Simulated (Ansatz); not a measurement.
Relaxed structures of BHS₂O, singlet (PBE0-D4/def2-TZVP; forces vanish, vibrations not checked; lower isomers may exist, and structures with a doubtful reference or unclear bonds are left out; Å). Computed with Ansatz 0.2.0 (basis: def2-TZVPP); correlated methods freeze the cores.

Question: Rank them by CCSD(T) energy, lowest first, and give each one's height above the lowest. Links in brackets join atoms within 1.22 times the sum of their covalent radii (1.1 for two metals). (An estimate is asked for; the value comes from the calculation.)
A.
BHS₂O ([OH][B]1[S][S]1)
```
5
angstrom
S -0.4849 0.6151 -0.5646
B 0.5551 -0.6876 0.0728
O 1.6367 -1.4274 -0.1685
S -0.7061 -0.4693 1.3016
H 2.0769 -1.2305 -0.9999
```
B.
BHS₂O ([SH][B]1[O][S]1)
```
5
angstrom
S -0.1874 1.2067 -0.9941
B 0.2439 -0.2217 -0.0432
O 1.1616 -1.1933 -0.0704
S 0.0061 -1.3351 1.3172
H -1.2241 1.5434 -0.2096
```
C.
BHS₂O ([S][B][O][SH])
```
5
angstrom
S -0.0841 1.3222 -1.0563
B 0.3748 -0.0090 -0.2667
O 0.8113 -1.0858 0.3616
S -0.2728 -1.9611 1.3129
H -0.0178 -1.3028 2.4596
```

Answer: The calculation gives: A (0.0 kJ/mol), C (122.7 kJ/mol), B (128.4 kJ/mol). Heights count from the lowest.

T1 diagnostic: at most 0.017.

For scale, one of the runs: CCSD(T)/def2-TZVPP, 160 basis functions, launched by `ansatz run in.yaml --threads 2 --pin off --events-out ev --progress --plain --max-ram 4352MiB`. The run took 24 s on 2 CPU threads of an Arm Neoverse V2 (shared host), with 1.1 GiB of host memory at its peak.
